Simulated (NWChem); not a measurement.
System: C2H4BrCl; SMILES Cl[C@H](C)Br

Input file for NWChem:

```
start job
memory heap 200 mb stack 900 mb global 1100 mb
geometry units angstroms noautosym nocenter noautoz
  C     -1.789082    -0.813936    -0.177750
  C     -0.436181    -0.569934     0.437970
  Cl     0.728377    -1.817042    -0.060605
  Br     0.222508     1.209562    -0.015453
  H     -1.725707    -0.782457    -1.274273
  H     -2.156148    -1.805568     0.127336
  H     -2.501990    -0.048274     0.160406
  H     -0.462096    -0.585946     1.533588
end
basis spherical
  C library def2-svp
  Cl library def2-svp
  Br library def2-svp
  H library def2-svp
end
dft
  xc m06-2x
  iterations 150
end
cosmo
  do_cosmo_smd true
  solvent water
end
task dft energy
```

Parts of the log:

```
             Northwest Computational Chemistry Package (NWChem) 7.3.0
             --------------------------------------------------------

                             Geometry "geometry" -> ""
                             -------------------------

 Output coordinates in angstroms (scale by  1.889725989 to convert to a.u.)

  No.       Tag          Charge          X              Y              Z
 ---- ---------------- ---------- -------------- -------------- --------------
    1 C                    6.0000    -1.78908200    -0.81393600    -0.17775000
    2 C                    6.0000    -0.43618100    -0.56993400     0.43797000
    3 Cl                  17.0000     0.72837700    -1.81704200    -0.06060500
    4 Br                  35.0000     0.22250800     1.20956200    -0.01545300
    5 H                    1.0000    -1.72570700    -0.78245700    -1.27427300
    6 H                    1.0000    -2.15614800    -1.80556800     0.12733600
    7 H                    1.0000    -2.50199000    -0.04827400     0.16040600
    8 H                    1.0000    -0.46209600    -0.58594600     1.53358800

 Effective nuclear repulsion energy (a.u.)     317.2956010674

                                 NWChem DFT Module
                                 -----------------

 Summary of "ao basis" -> "ao basis" (spherical)
 ------------------------------------------------------------------------------
       Tag                 Description            Shells   Functions and Types
 ---------------- ------------------------------  ------  ---------------------
 C                          def2-svp                 6       14   3s2p1d
 Cl                         def2-svp                 8       18   4s3p1d
 Br                         def2-svp                12       32   5s4p3d
 H                          def2-svp                 3        5   2s1p

 in cosmo_initialize ...
 calling solv_data for solv:h2o

 solvent parameters
 solvname_short: h2o
 solvname_long:  water
 dielec:       78.4000
 dielecinf:     1.7769
 aqueous SMD model solvent descriptors
 dielec:       78.4000
 sola:          0.8200

          ---------------
          -cosmo- solvent
          ---------------
 Cosmo: York-Karplus, doi: 10.1021/jp992097l
 dielectric constant -eps-     =  78.40
 screen = (eps-1)/(eps    )    =   0.98724
 surface charge correction     = lagrangian

   van der Waals surface
 --------------------------

 ---------- ATOMIC COORDINATES (A.U.) ------------ VDWR(ANG.) --
     1   -3.38087475   -1.53811601   -0.33589879     1.850
     2   -0.82426257   -1.07701909    0.82764329     1.850
     3    1.37643295   -3.43371149   -0.11452684     2.380
     4    0.42047915    2.28574075   -0.02920194     3.060
     5   -3.26111337   -1.47862933   -2.40802680     1.200
     6   -4.07452891   -3.41202877    0.24063015     1.200
     7   -4.72807553   -0.09122463    0.30312339     1.200
     8   -0.87323482   -1.10727738    2.89806110     1.200
 number of segments per atom =        128
 number of   points per atom =        128
 atom (   nspa,  nppa )
 ----------------------
    1 (     38,     0 )       0
    2 (      3,     0 )       0
    3 (     82,     0 )       0
    4 (     98,     0 )       0
    5 (     40,     0 )       0
    6 (     54,     0 )       0
    7 (     45,     0 )       0
    8 (     35,     0 )       0
 number of -cosmo- surface points =      395
 molecular surface =    161.310 angstrom**2
 molecular volume  =    175.094 angstrom**3
 -lineq- algorithm             =   0
 -bem- low  level              =   3
 -bem- from -octahedral-
 gaussian surface charge width =   4.50000
 degree of switching           =   1.00000
 switching function tolerance  =   0.00010
 atomic radii =
 --------------
    1  6.000  1.850
    2  6.000  1.850
    3 17.000  2.380
    4 35.000  3.060
    5  1.000  1.200
    6  1.000  1.200
    7  1.000  1.200
    8  1.000  1.200
 ...... end of -cosmo- initialization ......

 nat:                     8
 ixmem:                  3618
 calling mnsol_interface()
 G(SMD-CDS) energy (kcal/mol)  =     1.197
 SMD-CDS SASA (angstrom**2)    =   140.150

            General Information
            -------------------
          SCF calculation type: DFT
          Wavefunction type:  closed shell.
          No. of atoms     :     8
          No. of electrons :    68
           Alpha electrons :    34
            Beta electrons :    34
          Charge           :     0
          Spin multiplicity:     1
          Use of symmetry is: off; symmetry adaption is: off
          Maximum number of iterations: 150
          AO basis - number of functions:    98
                     number of shells:    44
          Convergence on energy requested:  1.00D-06
          Convergence on density requested:  1.00D-05
          Convergence on gradient requested:  5.00D-04

              XC Information
              --------------
                       M06-2X Method XC Functional
                     Hartree-Fock (Exact) Exchange  0.540
                        M06-2X Exchange Functional  1.000
                      M06-2X Correlation Potential  1.000

             Grid Information
             ----------------
          Grid used for XC integration:  medium
          Radial quadrature: Mura-Knowles
          Angular quadrature: Lebedev.
          Tag              B.-S. Rad. Rad. Pts. Rad. Cut. Ang. Pts.
          ---              ---------- --------- --------- ---------
          C                   0.70       49           8.0       434
          Cl                  1.00       88          10.0       590
          Br                  1.15      112          10.0       590
          H                   0.35       45          10.0       434
          Grid pruning is: on
          Number of quadrature shells:   478
          Spatial weights used:  Erf1

      Superposition of Atomic Density Guess
      -------------------------------------

 Sum of atomic energies:       -3108.65606481

      Non-variational initial energy
      ------------------------------

 Total energy =   -3110.313420
 1-e energy   =   -4952.250708
 2-e energy   =    1524.641687
 HOMO         =      -0.345128
 LUMO         =       0.036600

   convergence    iter        energy       DeltaE   RMS-Dens  Diis-err
 ---------------- ----- ----------------- --------- --------- ---------
     COSMO gas phase
 d= 0,ls=0.0,diis     1  -3112.3681968109 -3.43D+03  1.13D-02  5.75D-01
 d= 0,ls=0.0,diis     2  -3112.3383203164  2.99D-02  6.49D-03  8.65D-01
 d= 0,ls=0.0,diis     3  -3112.4437394354 -1.05D-01  7.69D-04  4.64D-03
 d= 0,ls=0.0,diis     4  -3112.4443615194 -6.22D-04  1.81D-04  4.81D-04
 d= 0,ls=0.0,diis     5  -3112.4444078134 -4.63D-05  6.95D-05  2.42D-05
  Resetting Diis
 d= 0,ls=0.0,diis     6  -3112.4444115565 -3.74D-06  1.82D-05  2.16D-06
 d= 0,ls=0.0,diis     7  -3112.4444118878 -3.31D-07  4.33D-06  5.66D-08

   convergence    iter        energy       DeltaE   RMS-Dens  Diis-err
 ---------------- ----- ----------------- --------- --------- ---------
     COSMO solvation phase
 d= 0,ls=0.0,diis     1  -3112.4465352435 -2.12D-03  1.16D-03  1.76D-03
 d= 0,ls=0.0,diis     2  -3112.4470821209 -5.47D-04  2.61D-04  4.46D-04
 d= 0,ls=0.0,diis     3  -3112.4471327941 -5.07D-05  1.27D-04  1.42D-04
 d= 0,ls=0.0,diis     4  -3112.4471522745 -1.95D-05  3.87D-05  1.30D-05
 d= 0,ls=0.0,diis     5  -3112.4471541615 -1.89D-06  8.97D-06  3.05D-07
 d= 0,ls=0.0,diis     6  -3112.4471542151 -5.37D-08  2.48D-06  3.75D-08

         Total DFT energy =    -3112.447154215111
      One electron energy =    -4955.124522270398
           Coulomb energy =     1657.537194820909
    Exchange-Corr. energy =     -131.970684340102
 Nuclear repulsion energy =      317.295601067396

             COSMO energy =       -0.184743492916

 Numeric. integr. density =       67.999989965164

                                COSMO-SMD solvation results
                                ---------------------------

             internal energy in gas <Psi(g)|H|Psi(g)> =     -3112.444411887833
         internal energy in solvent <Psi(s)|H|Psi(s)> =     -3112.443660075064
                               delta internal energy  =         0.000751812769 (    0.47 kcal/mol)
   total free energy in solvent <Psi(s)|H+V/2|Psi(s)> =     -3112.449062009862
 polarization energy contribution <Psi(s)|V/2|Psi(s)> =        -0.005401934798 (   -3.39 kcal/mol)
    total free energy in solvent including G(SMD-CDS) =     -3112.447154215111
                       G(SMD-CDS) energy contribution =         0.001907794750 (    1.20 kcal/mol)
     1 M fixed-concentration free energy of solvation =        -0.002742327279 (   -1.72 kcal/mol)

                       DFT Final Molecular Orbital Analysis
                       ------------------------------------

 Vector   32  Occ=2.000000D+00  E=-3.701212D-01
              MO Center=  4.2D-01, -1.1D+00,  3.5D-02, r^2= 3.1D+00
   Bfn.  Coefficient  Atom+Function         Bfn.  Coefficient  Atom+Function
  ----- ------------  ---------------      ----- ------------  ---------------
    41      0.499058  3 Cl pz                38      0.360500  3 Cl pz
    61     -0.237065  4 Br px                40     -0.233273  3 Cl py
    35      0.206756  3 Cl pz                58     -0.204739  4 Br px
    94     -0.162315  8 H  s                 37     -0.157464  3 Cl py
    59     -0.152677  4 Br py                62     -0.149297  4 Br py

 Vector   33  Occ=2.000000D+00  E=-3.404632D-01
              MO Center=  1.6D-01,  8.6D-01,  3.7D-02, r^2= 2.4D+00
   Bfn.  Coefficient  Atom+Function         Bfn.  Coefficient  Atom+Function
  ----- ------------  ---------------      ----- ------------  ---------------
    63      0.568495  4 Br pz                60      0.478441  4 Br pz
    57     -0.318179  4 Br pz                94     -0.147693  8 H  s
    20     -0.138662  2 C  pz                41      0.127576  3 Cl pz
    62      0.125614  4 Br py                 3      0.115834  1 C  s
    54      0.103202  4 Br pz                59      0.102685  4 Br py

 Vector   34  Occ=2.000000D+00  E=-3.391246D-01
              MO Center=  2.4D-01,  6.5D-01, -1.2D-02, r^2= 2.9D+00
   Bfn.  Coefficient  Atom+Function         Bfn.  Coefficient  Atom+Function
  ----- ------------  ---------------      ----- ------------  ---------------
    61      0.514349  4 Br px                58      0.437544  4 Br px
    55     -0.290420  4 Br px                40     -0.277510  3 Cl py
    62     -0.244437  4 Br py                59     -0.217197  4 Br py
    37     -0.196314  3 Cl py                56      0.143319  4 Br py
    34     -0.111784  3 Cl py                52      0.094186  4 Br px

 Vector   35  Occ=0.000000D+00  E= 2.967029D-02
              MO Center= -1.8D-02,  2.8D-01,  1.2D-01, r^2= 3.3D+00
   Bfn.  Coefficient  Atom+Function         Bfn.  Coefficient  Atom+Function
  ----- ------------  ---------------      ----- ------------  ---------------
    17      1.300094  2 C  s                 62      0.900335  4 Br py
    51     -0.660456  4 Br s                 22      0.505733  2 C  py
    21      0.362946  2 C  px                40     -0.360860  3 Cl py
    16      0.313559  2 C  s                 95     -0.314940  8 H  s
    19      0.286254  2 C  py                32     -0.278562  3 Cl s

 Vector   36  Occ=0.000000D+00  E= 8.916099D-02
              MO Center= -1.4D-01, -1.0D+00,  2.0D-01, r^2= 3.2D+00
   Bfn.  Coefficient  Atom+Function         Bfn.  Coefficient  Atom+Function
  ----- ------------  ---------------      ----- ------------  ---------------
    22      0.840080  2 C  py                32      0.717554  3 Cl s
    17     -0.703116  2 C  s                 39     -0.592149  3 Cl px
    40      0.575386  3 Cl py                19      0.451145  2 C  py
    85      0.443633  6 H  s                 21     -0.434431  2 C  px
     3     -0.309092  1 C  s                 95      0.305764  8 H  s

 Vector   37  Occ=0.000000D+00  E= 1.179834D-01
              MO Center= -1.4D+00, -7.1D-01,  8.3D-01, r^2= 5.2D+00
   Bfn.  Coefficient  Atom+Function         Bfn.  Coefficient  Atom+Function
  ----- ------------  ---------------      ----- ------------  ---------------
     3      1.831476  1 C  s                 95     -1.407303  8 H  s
    90     -1.007817  7 H  s                 85     -0.924253  6 H  s
    23      0.815112  2 C  pz                17      0.691174  2 C  s
    80     -0.551225  5 H  s                  7     -0.310712  1 C  px
    20      0.247930  2 C  pz                50      0.231646  4 Br s

     Multipole analysis of the density
     ---------------------------------

     L   x y z        total         alpha         beta         nuclear
     -   - - -        -----         -----         ----         -------
     0   0 0 0     -0.000000    -34.000000    -34.000000     68.000000

     1   1 0 0     -0.928052     -0.438203     -0.438203     -0.051646
     1   0 1 0     -0.251632     -0.049746     -0.049746     -0.152140
     1   0 0 1      0.377574     -0.318829     -0.318829      1.015231

     2   2 0 0    -31.066268    -96.237117    -96.237117    161.407966
     2   1 1 0      1.634492     -4.153870     -4.153870      9.942232
     2   1 0 1     -0.500473     -1.509997     -1.509997      2.519521
     2   0 2 0    -33.706114   -226.610577   -226.610577    419.515041
     2   0 1 1     -0.609400     -1.106510     -1.106510      1.603619
     2   0 0 2    -31.673380    -25.530136    -25.530136     19.386892
```

Level: M06-2X/def2-SVP, SMD on the gas-phase geometry. Geometry: optimised at PBE0/def2-SVP. Solvent: water.
